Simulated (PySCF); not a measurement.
An unknown shows these calculated signals:

1H NMR (500 MHz, computed): δ 4.24 (s, 3H), 1.34 (m, 4H), 1.32 (m, 2H), 0.96 (m, 4H).

13C{1H} NMR (computed): δ 26.0 (CH2), 23.0 (CH2), 22.8 (CH2).

Calculated, not measured (PySCF 2.14): shieldings: GIAO HF/pcSseg-1, geometry from PBE0-D3(BJ)/def2-SVP. Gas phase, one computed conformer, averaged over atoms made equivalent by symmetry, fast rotation or ring inversion, relativity neglected.

Shifts are taken against calculated references (same method and geometry level): TMS for 1H, 13C.

Which of these does the molecule contain: an amide, a Si–H bond, a C≡C triple bond, a tert-butyl group?

Results:


- An amide: no.
- A Si–H bond: yes (δH 4.24 (s)).
- A C≡C triple bond: no.
- A tert-butyl group: no.

The data belong to SMILES [SiH3]SB1CCCCC1, C5H13BSSi; they needn't prove each group on their own.

Carbon signals by region: 3 below 50 ppm.

A carbon bonded to boron is broadened by the quadrupolar boron nucleus and is often missing from a measured spectrum. Shifts are as computed. Against solution values, carbons near 30 ppm lie about -0 ppm off and those near 130 ppm about +7 ppm. Of 1211 compounds with measured shifts, 218 miss one by over three times the rms of a fit or turn the order of signals round; such compounds aren't used in these exercises. Multiplicities follow the n + 1 count of equivalent neighbours, as no J values were calculated; m marks all less simple cases, F and P coupling included.
